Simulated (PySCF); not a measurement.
**Fe⁺: interval between two levels**

Fe⁺ [Ar] 3d6 4s1 [6D9/2, M_J = 9/2] → Fe⁺ [Ar] 3d6 4p1 [6F11/2, M_J = 11/2], as a difference of total energies. All numbers are calculated (PySCF 2.14, the two-component X2C-1e Hamiltonian, in x2c-TZVPall-2c with one added diffuse shell each of s, p, d type (7s8p5d1f, 63 functions)). Correlated levels: [Ne] frozen; the 6 highest virtual spinors dropped. "Screened" scales the spin-orbit matrix elements by Boettger's factors to mimic the two-electron term; Breit and QED terms are absent.

Task: Order these methods by the interval between two levels they give, lowest first.
A. GMP2 (spin-free)
B. GMP2 (screened spin-orbit)
C. GHF (spin-free)
D. GHF (screened spin-orbit)

Result: C (39088 cm⁻¹), D (39261 cm⁻¹), A (41816 cm⁻¹), B (42014 cm⁻¹).

Errors of the correlated levels include the incompleteness of this basis and the frozen core.

The labels give the starting determinants; with spin-orbit coupling the two ends relaxed to ⟨J²⟩ = 24.76, ⟨L²⟩ = 6.01, ⟨S²⟩ = 8.75 and ⟨J²⟩ = 35.76, ⟨L²⟩ = 12.01, ⟨S²⟩ = 8.75.

For comparison: 41968 cm⁻¹ (measured; NIST Handbook of Basic Atomic Spectroscopic Data (Sansonetti and Martin, J. Phys. Chem. Ref. Data 34, 1559 (2005))).
